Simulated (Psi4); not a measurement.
CH₃Cl₃Si, charge -1, doublet, geometry from GFN2-xTB (a state made from the parent by changing its charge; the spin is typed, not shown lowest) (a gas-phase anion, which may not be bound at this level); PBE/3-21G in Psi4 1.11.

Here is a job for Psi4.
```
memory 2 GB

molecule mol {
-1 2
  C    -1.880866   -0.244399    0.198105
  Si   -0.031036    0.229411    0.241736
  Cl    0.942800   -0.932431   -1.179279
  Cl   -0.310547    2.073273   -1.154762
  Cl    0.455317   -1.184321    2.030917
  H    -2.022750   -1.288672    0.467088
  H    -2.444306    0.359935    0.904064
  H    -2.301943   -0.077457   -0.790994
no_reorient
}

set basis 3-21g
set reference uks

energy('pbe')
print_variables()
```

Task: What does Psi4 print? Leave out banner, timings and long lists.

Result: 
```
   => Loading Basis Set <=

    Name: 3-21G
    Role: ORBITAL
    Keyword: BASIS

         ---------------------------------------------------------
                                   SCF
               by Justin Turney, Rob Parrish, Andy Simmonett
                          and Daniel G. A. Smith
                              UKS Reference
         ---------------------------------------------------------

  ==> Geometry <==

    Molecular point group: c1
    Full point group: C1

    Geometry (in Angstrom), charge = -1, multiplicity = 2:

       Center              X                  Y                   Z               Mass
    ------------   -----------------  -----------------  -----------------  -----------------
         C           -1.933401895546    -0.250828369173     0.204020275620    12.000000000000
         SI          -0.083571895546     0.222981630827     0.247651275620    27.976926534650
         CL           0.890264104454    -0.938860369173    -1.173363724380    34.968852682000
         CL          -0.363082895546     2.066843630827    -1.148846724380    34.968852682000
         CL           0.402781104454    -1.190750369173     2.036832275620    34.968852682000
         H           -2.075285895546    -1.295101369173     0.473003275620     1.007825032230
         H           -2.496841895546     0.353505630827     0.909979275620     1.007825032230
         H           -2.354478895546    -0.083886369173    -0.785078724380     1.007825032230

  Running in c1 symmetry.

  Rotational constants: A =      0.08367  B =      0.03933  C =      0.03226 [cm^-1]
  Rotational constants: A =   2508.46119  B =   1179.12782  C =    967.23431 [MHz]
  Nuclear repulsion =  412.129887392579974

  Charge       = -1
  Multiplicity = 2
  Electrons    = 75
  Nalpha       = 38
  Nbeta        = 37

  ==> Algorithm <==

  SCF Algorithm Type is DF.
  DIIS enabled.
  MOM disabled.
  Fractional occupation disabled.
  Guess Type is SAD.
  Energy threshold   = 1.00e-06
  Density threshold  = 1.00e-06
  Integral threshold = 1.00e-12

  ==> Primary Basis <==

  Basis Set: 3-21G
    Blend: 3-21G
    Number of shells: 39
    Number of basis functions: 67
    Number of Cartesian functions: 67
    Spherical Harmonics?: false
    Max angular momentum: 1

  ==> DFT Potential <==

   => LibXC <=

    Version 7.1.2
    S. Lehtola, C. Steigemann, M. J. T. Oliveira, and M. A. L. Marques,  SoftwareX 7, 1–5 (2018) (10.1016/j.softx.2017.11.002)

   => Composite Functional: PBE <=

    PBE GGA Exchange-Correlation Functional

    J.P. Perdew et. al., Phys. Rev. Lett., 77(18), 3865-3868, 1996

    Deriv               =              1
    GGA                 =           TRUE
    Meta                =          FALSE

    Exchange Hybrid     =          FALSE
    MP2 Hybrid          =          FALSE

   => Exchange Functionals <=

    1.0000     XC_GGA_X_PBE

   => Correlation Functionals <=

    1.0000     XC_GGA_C_PBE

   => LibXC Density Thresholds  <==

    XC_GGA_C_PBE:  1.00E-12
    XC_GGA_X_PBE:  1.00E-15

   => Molecular Quadrature <=

    Radial Scheme          =       TREUTLER
    Pruning Scheme         =           NONE
    Nuclear Scheme         =       TREUTLER

    Blocking Scheme        =         OCTREE
    BS radius alpha        =              1
    Pruning alpha          =              1
    Radial Points          =             75
    Spherical Points       =            302
    Total Points           =         169145
    Total Blocks           =           1335
    Max Points             =            256
    Max Functions          =             59
    Weights Tolerance      =       1.00E-15

   => Loading Basis Set <=

    Name: (3-21G AUX)
    Role: JKFIT
    Keyword: DF_BASIS_SCF

  ==> Integral Setup <==

  SCF_SUBTYPE=INCORE selected. In-core MEM_DF algorithm will be used.
  Using in-core AOs.

  ==> MemDFJK: Density-Fitted J/K Matrices <==

    J tasked:                   Yes
    K tasked:                    No
[...]
  Reciprocal condition number of the overlap matrix is 2.3462982809E-03.
    Using symmetric orthogonalization.

  ==> Pre-Iterations <==

  SCF Guess: Superposition of Atomic Densities via on-the-fly atomic UHF (no occupation information).

   -------------------------
    Irrep   Nso     Nmo
   -------------------------
     A         67      67
   -------------------------
    Total      67      67
   -------------------------

  ==> Iterations <==

                           Total Energy        Delta E     RMS |[F,P]|

   @DF-UKS iter SAD: -1700.59828737693761   -1.70060e+03   0.00000e+00
   @DF-UKS iter   1: -1700.70567461181554   -1.07387e-01   1.11885e-02 ADIIS/DIIS
   @DF-UKS iter   2: -1700.49579825390856    2.09876e-01   1.33752e-02 ADIIS/DIIS
   @DF-UKS iter   3: -1700.98968909187511   -4.93891e-01   1.69073e-03 ADIIS/DIIS
   @DF-UKS iter   4: -1700.99693079956205   -7.24171e-03   5.15256e-04 ADIIS/DIIS
   @DF-UKS iter   5: -1700.99743837838582   -5.07579e-04   2.25092e-04 ADIIS/DIIS
   @DF-UKS iter   6: -1700.99761784460247   -1.79466e-04   2.44025e-05 DIIS
   @DF-UKS iter   7: -1700.99761959013199   -1.74553e-06   1.16379e-05 DIIS
   @DF-UKS iter   8: -1700.99761998072063   -3.90589e-07   1.54757e-06 DIIS
   @DF-UKS iter   9: -1700.99761998848385   -7.76322e-09   2.19065e-07 DIIS
  Energy and wave function converged.

  ==> Post-Iterations <==

   Electrons on quadrature grid:
      Nalpha   =   38.0000229067 ; deviation = 2.291e-05
      Nbeta    =   37.0000234117 ; deviation = 2.341e-05
      Ntotal   =   75.0000463184 ; deviation = 4.632e-05

   @Spin Contamination Metric:   1.048704147E-03
   @S^2 Expected:                7.500000000E-01
   @S^2 Observed:                7.510487041E-01
   @S   Expected:                5.000000000E-01
   @S   Observed:                5.000000000E-01

    Orbital Energies [Eh]
    ---------------------

    Alpha Occupied:

[...]
    Alpha Virtual:

[...]
    Beta Occupied:

[...]
      37A     -0.076396

    Beta Virtual:

[...]
    Final Occupation by Irrep:
              A
    DOCC [    37 ]
    SOCC [     1 ]
    NA   [    38 ]
    NB   [    37 ]

  @DF-UKS Final Energy: -1700.99761998848385

   => Energetics <=

    Nuclear Repulsion Energy =            412.1298873925799739
    One-Electron Energy =               -3187.3052864210949338
    Two-Electron Energy =                1185.6966437854455307
    DFT Exchange-Correlation Energy =    -111.5188647454143052
    Empirical Dispersion Energy =           0.0000000000000000
    VV10 Nonlocal Energy =                  0.0000000000000000
    Total Energy =                      -1700.9976199884838479

  UHF NO Occupations:
  HONO-2 :   36  A 1.9997996
  HONO-1 :   37  A 1.9997325
  HONO-0 :   38  A 1.0000000
  LUNO+0 :   39  A 0.0002675
  LUNO+1 :   40  A 0.0002004
  LUNO+2 :   41  A 0.0000247
  LUNO+3 :   42  A 0.0000099

Computation Completed

Properties will be evaluated at   0.000000,   0.000000,   0.000000 [a0]

Properties computed using the SCF density matrix

 Multipole Moments:

 ------------------------------------------------------------------------------------
     Multipole            Electronic (a.u.)      Nuclear  (a.u.)        Total (a.u.)
 ------------------------------------------------------------------------------------

 L = 1.  Multiply by 2.5417464519 to convert [e a0] to [Debye]
 Dipole X            :          6.6267149           -7.3466226           -0.7199077
 Dipole Y            :          0.6264512           -0.8990378           -0.2725866
 Dipole Z            :         -0.9399119            0.8271603           -0.1127516
 Magnitude           :                                                    0.7779997

 ------------------------------------------------------------------------------------

  Variable Map:
  ----------------------------------------------------------------------------
[...]
  Array Variable Map:
  ----------------------------------------------------------------------------
[...]
[...]
```
